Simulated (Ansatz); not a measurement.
`[OH][Hf]([F])([SH])[Cl]`: the same geometry under several functionals.

```yaml
crystal:
  periodic: [false, false, false]
  atoms:
    - {symbol: O, position_ang: [-1.495748, -0.157124, -0.311521]}
    - {symbol: Hf, position_ang: [0.172405, -0.013868, 0.572386]}
    - {symbol: F, position_ang: [0.406933, -1.365684, 1.881336]}
    - {symbol: S, position_ang: [1.920947, -0.292322, -1.113119]}
    - {symbol: Cl, position_ang: [0.351339, 2.079295, 1.625504]}
    - {symbol: H, position_ang: [-2.409431, -0.264565, -0.558518]}
    - {symbol: H, position_ang: [1.053565, 0.014277, -2.096068]}
basis:
  gaussian: {orbitals: def2-TZVPP}
hamiltonian: {xc: {name: wB97M-V}}
output: {forces: true, orbitals: {seedname: orbitals}}
```

```sh
$ ansatz run in.yaml --threads 2 --pin off --events-out ev --progress --plain --max-ram 22528MiB --backend cpu
```

Output, abridged:

```
Functional definition: wB97M-V
1384 factors; their error is unknown
274 factors; integrals over basis functions are off by at most 2.2e-5 eV
mean field evaluation 1: about -29460.3180 eV, gradient 6.6e1 eV
mean field evaluation 2: about -29453.3930 eV, gradient 9.6e1 eV
mean field evaluation 4: about -29467.7598 eV, gradient 1.9e0 eV
mean field evaluation 8: about -29467.7690 eV, gradient 8.1e-2 eV
mean field evaluation 16: about -29467.8028 eV, gradient 1.2e-4 eV
mean field -29467.80276846 eV, -1082.9217777468 hartree, gradient 3.3e-5 eV, S^2 0.000000; 0 other end points of the search recorded, 0 dependent functions left out
reference -29467.80281852 eV, -1082.9217795865 hartree; 32, 32 occupied and 198, 198 virtual orbitals, 1384 factors
Total energy: -29467.80281852 eV, -1082.9217795865 hartree
Atom 0 at    -1.495748    -0.157124    -0.311521 Å, force    -0.167565    -0.021550    -0.043932 eV/Å
Atom 1 at     0.172405    -0.013868     0.572386 Å, force     0.055048    -0.022988    -0.014748 eV/Å
Atom 2 at     0.406933    -1.365684     1.881336 Å, force     0.001508    -0.050709     0.051553 eV/Å
Atom 3 at     1.920947    -0.292322    -1.113119 Å, force     0.038834    -0.006929    -0.122278 eV/Å
Atom 4 at     0.351339     2.079295     1.625504 Å, force     0.003292     0.113795     0.069935 eV/Å
Atom 5 at    -2.409431    -0.264565    -0.558518 Å, force     0.030887     0.003087    -0.004414 eV/Å
Atom 6 at     1.053565     0.014277    -2.096068 Å, force     0.037996    -0.014705     0.063885 eV/Å
Dipole moment:    -0.607060    -0.086549    -0.317384 e Å
```

Run time 18 s (2 threads of an AMD EPYC 7R13 on a shared host); peak host memory 0.91 GiB.

The same input with `hamiltonian: {xc: pbe, dispersion: d4}` (abridged; 3.5 s):

```
Functional definition: PBE
mean field evaluation 16: about -29458.4373 eV, gradient 9.9e-4 eV
mean field -29458.43726790 eV, -1082.5776019495 hartree, gradient 9.3e-6 eV, S^2 0.000000
Total energy: -29458.60694068 eV, -1082.5838373091 hartree
Atom 0 force     0.141794     0.030153    -0.061837 eV/Å
Atom 1 force     0.105745     0.125437    -0.022491 eV/Å
Atom 2 force     0.051211    -0.240816     0.225877 eV/Å
Atom 3 force     0.288273    -0.077977     0.060699 eV/Å
Atom 4 force     0.018596     0.163486     0.080631 eV/Å
Atom 5 force    -0.448808    -0.055251    -0.107991 eV/Å
Atom 6 force    -0.156811     0.054968    -0.174888 eV/Å
Dipole moment:    -0.586636    -0.089498    -0.327702 e Å
```

The same input with `hamiltonian: {xc: {name: B3LYP}, dispersion: d4}` (abridged; 7 s):

```
Functional definition: B3LYP
mean field evaluation 16: about -29473.7383 eV, gradient 1.8e-3 eV
mean field -29473.73826581 eV, -1083.1399032511 hartree, gradient 3.8e-5 eV, S^2 0.000000
Total energy: -29474.01222337 eV, -1083.1499710058 hartree
Atom 0 force    -0.232227    -0.020064    -0.131086 eV/Å
Atom 1 force     0.042053     0.011187     0.013558 eV/Å
Atom 2 force     0.042239    -0.193354     0.183742 eV/Å
Atom 3 force     0.151517    -0.025752    -0.158305 eV/Å
Atom 4 force     0.023846     0.236051     0.120629 eV/Å
Atom 5 force    -0.047290    -0.005222    -0.014254 eV/Å
Atom 6 force     0.019863    -0.002847    -0.014283 eV/Å
Dipole moment:    -0.589830    -0.080681    -0.333360 e Å
```

B3LYP takes the VWN-RPA correlation (the form of Gaussian; ORCA's B3LYP/G).
